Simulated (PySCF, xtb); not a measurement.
H8NSi2, SMILES [SiH3][NH2+][SiH3], charge +1.

GFN2-xTB (xtb) at its own geometry gives an orbital gap of 5.45 eV.

The structure is a stationary point at PBE0-D3(BJ)/def2-SVP. The isomer is the one that the SMILES or the coordinates give; other isomers of the formula were not compared.

Problem. What does r2SCAN/def2-TZVPD (PySCF) give? (An estimate is asked for; the answer gives what the named calculation found.)

Solution. gap 7.59 eV (levels -13.79 and -6.20 eV).
